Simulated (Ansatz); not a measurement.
Ideal-gas functions of `OC1=CB1` at 400 K and 1 bar, from an Ansatz frequency run at PBE0-D4/def2-TZVP.

Molar mass 53.86 g/mol, point group Cs (symmetry number 1), electronic degeneracy 1, moments of inertia 18.687, 68.593, 87.28 u Å². Harmonic wavenumbers (cm⁻¹, unscaled): 424, 438, 559, 754, 800, 880, 915, 975, 1194, 1245, 1393, 1733, 2745, 3247, 3831.

Use S(trans) = R[1.5 ln M + 2.5 ln T − 1.1517]; rotational temperatures θ = 24.2544 K / I; S(rot) = R[ln(√π/σ · √(T³/θAθBθC)) + 1.5]; for each mode x = 1.438777 ν̃/T, S = R[x/(eˣ − 1) − ln(1 − e⁻ˣ)] and H = RT x/(eˣ − 1); 1 cm⁻¹ = 0.0119627 kJ/mol; R = 8.31446 J/(mol·K).

By hand: the entropy, in J/(mol·K).

Translation 164.7. Rotation: θ = 1.2979, 0.3536, 0.2779 K, giving 100.5. Vibration, mode by mode: 5.57, 5.34, 3.78, 2.17, 1.91, 1.52, 1.37, 1.15, 0.61, 0.52, 0.34, 0.12, 0.00, 0.00, 0.00, in all 24.4. Electronic 0.0. Sum 289.6 J/(mol·K).

By hand: H − E and G − E in kJ/mol, counted from the electronic energy.

Zero-point energy ½ × 21133 × 0.0119627 = 126.4; thermal vibration 6.8; translation, rotation and pV give 4 RT = 13.3. H − E = 146.5 kJ/mol, and G − E = 146.5 − 400 × 289.6/1000 = 30.7 kJ/mol.

Vibration gives 8 % of the entropy. The sum counts one conformer and one mirror image; others add a mixing term.
